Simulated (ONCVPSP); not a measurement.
Logarithmic derivatives: silicon, ONCV

```
Element                 : silicon
Generator               : ONCVPSP 4.0.1
Type                    : optimised norm-conserving Vanderbilt (ONCV)
Functional              : LDA (Perdew-Wang 92)
Relativity              : scalar-relativistic
Frozen core             : [Ne]
Valence charge          : 4
Reference configuration : 3s1.5 3p2.5
Partial waves           : 3s: rc 1.75 bohr, ncon 4, nbas 7, qcut 4.8 1/bohr, 1 projector; 3p: rc 1.75 bohr, ncon 3, nbas 7, qcut 5 1/bohr, local; d scattering state at 0.17 Ha: rc 1.75 bohr, ncon 4, nbas 8, qcut 5.2 1/bohr, 1 projector
Local potential         : the p channel
Core correction         : Teter function, fcfact 5.25, rcfact 1.6
```

The phase is arctan(r·R′/R) of the radial function R(r), unwrapped; energies in Ha, scanned from -2 to 5 Ha. A pole is an energy at which the radial function vanishes at the test radius. The pseudo phase is shifted by a multiple of π to meet the all-electron one at the reference energy, and phase errors are pseudo minus all-electron; the curves can meet again beyond the range given. Levels narrower than the energy grid can be missing from the lists of poles.

| channel | radius (bohr) | reference energy (Ha) | poles, all-electron | poles, pseudo | unbroken range about the reference energy with phases within 0.05 rad | phase error 1 Ha above the reference energy (rad) |
| --- | --- | --- | --- | --- | --- | --- |
| s | 1.78 | -0.41 | 1.76 | 1.72 | below 3.5 | -0.002 |
| p | 1.78 | -0.16 | 2.21 | 2.02 | below 2.8 | -0.009 |
| d | 1.78 | 0.17 | 2.29 | 2.54 | below 2.6 | +0.014 |

Phases in the s channel:

```csv
E (Ha),all-electron,pseudo
-1.98,0.985,0.980
-1.80,0.912,0.907
-1.62,0.816,0.811
-1.44,0.687,0.682
-1.26,0.510,0.505
-1.08,0.271,0.267
-0.90,-0.029,-0.032
-0.72,-0.350,-0.351
-0.54,-0.636,-0.637
-0.36,-0.859,-0.859
-0.18,-1.022,-1.022
0.00,-1.142,-1.143
0.18,-1.232,-1.234
0.36,-1.302,-1.304
0.54,-1.358,-1.360
0.72,-1.403,-1.406
0.90,-1.442,-1.444
1.08,-1.474,-1.478
1.26,-1.503,-1.507
1.44,-1.529,-1.534
1.62,-1.553,-1.558
1.80,-1.575,-1.582
1.98,-1.597,-1.604
2.16,-1.617,-1.626
2.34,-1.638,-1.648
2.52,-1.659,-1.671
2.70,-1.680,-1.696
2.88,-1.703,-1.723
3.06,-1.728,-1.753
3.24,-1.756,-1.789
3.42,-1.787,-1.831
3.60,-1.824,-1.885
3.78,-1.868,-1.957
3.96,-1.924,-2.058
4.14,-1.996,-2.210
4.32,-2.094,-2.458
4.50,-2.234,-2.861
4.68,-2.442,-3.379
4.86,-2.750,-3.809
```
